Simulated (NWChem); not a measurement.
System: TiN, doublet; SMILES [N]#[Ti]

```xyz
2

Ti     0.0000     0.0000    -0.3412
N      0.0000     0.0000     1.2277
```
Atoms are numbered in this order, from 1.

Level: PBE0/def2-SVP, spin-unrestricted (NWChem), optimised geometry, unscaled harmonic frequencies. 

```tsv
frequency (cm⁻¹)	IR intensity (km/mol)
1132	40.7
```

The zero-point energy is 1.6 kcal/mol. The thermal correction to the enthalpy at 298.15 K (with zero-point energy) is 3.7 kcal/mol. The heat capacity Cv is 5.2 cal/(mol K) and the dipole moment is 6.79 D.

Rigid rotor and harmonic oscillator.
